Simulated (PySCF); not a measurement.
Ligands exchanged one at a time, B Br-NH2. All species are isolated molecules in the gas phase. Strings in code marks are SMILES.

Method: PySCF with PBE-D3(BJ)/def2-TZVP // B3LYP-D3(BJ)/def2-TZVP. Excitations are Tamm–Dancoff values on a coarser integration grid. The basis has no diffuse functions, so Rydberg states are missing or too high.

```tsv
species	T1 excitation (TDA) (eV)	S1 excitation (TDA) (eV)	HOMO–LUMO gap (eV)	HOMO (eV)
0 of 3 Br replaced by NH2 (`BrB(Br)Br`)	3.98	4.15	4.07	-7.03
1 of 3 Br replaced by NH2	5.50	5.73	5.67	-6.82
2 of 3 Br replaced by NH2	5.73	5.97	5.88	-6.00
3 of 3 Br replaced by NH2 (`NB(N)N`)	5.05	5.24	5.17	-5.08
```
